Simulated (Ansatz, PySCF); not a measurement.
Gas-phase reaction R1 → P1, each structure at its B3LYP-D3(BJ)/def2-TZVP stationary point, reached from a drawn start; harmonic modes at that level show minima.
R1, CHN (SMILES [C-]#[NH+]) (charge 0, multiplicity 1, Z-matrix in Å and degrees):
```
N
C 1 1.1640
H 1 0.9975 2 180.00
```
P1, CHN (SMILES C#N) (charge 0, multiplicity 1, Z-matrix in Å and degrees):
```
C
N 1 1.1462
H 1 1.0667 2 180.00
```

P less R. No zero-point or thermal terms.

Frozen-core correlation throughout.

Run with Ansatz (a program for electronic structure); PySCF for the D3/D4 terms. All values are computed, each at the level named.

Question: What reaction energy does HF/cc-pVTZ give?

Answer: -0.44 eV

Question: What reaction energy does revPBE-D3(BJ)/def2-TZVPP give?

Answer: -0.64 eV

Question: What is the computed reaction energy (SCS-MP2/cc-pVQZ)?

Answer: -0.74 eV
